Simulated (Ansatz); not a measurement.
## Ligand exchange: CH4 + GaH2(SH) → H2S + GaH2(CH3)

Gas-phase species: CH4 (methane) `C`, singlet; GaH2(SH), singlet; H2S (hydrogen sulfide) `S`, singlet; GaH2(CH3), singlet. The partners trade CH3 for SH: H–CH3 and Ga–SH bonds give way to H–SH and Ga–CH3.

Shapes, held fixed at every level: PBE0-D4/def2-TZVP. Programs: Ansatz 0.2.0. Electronic energies: no zero-point or thermal term.

(1) Estimate ΔE of this reaction.

## Answers

(1) The highest level, CCSD(T)/def2-TZVPP, gives ΔE = +119.1 kJ/mol; the levels span +118.1 to +128.7. The column of differences is taken from that level and isn't an error. No measured value is set beside it here. Relativity is left out for Ga. Outer-core shells of Ga are correlated, in sets that cover them unevenly.

| level | kind | ΔE (kJ/mol) | less CCSD(T)/def2-TZVPP |
| --- | --- | --- | --- |
| HF/def2-SVP | Hartree–Fock | +128.7 | +9.6 |
| PBE-D4/def2-TZVPP | GGA | +124.0 | +4.9 |
| r2SCAN-D4/def2-TZVPP | meta-GGA | +127.7 | +8.6 |
| r2SCAN0-D4/def2-TZVPP | global hybrid | +126.9 | +7.8 |
| MP2/def2-SVP | perturbation theory | +127.5 | +8.4 |
| CCSD(T)/def2-SVP | coupled cluster or CI | +126.5 | +7.4 |
| CCSD/def2-TZVPP | coupled cluster or CI | +118.1 | -1.0 |
| CCSD(T)/def2-TZVPP | coupled cluster or CI | +119.1 | 0.0 |
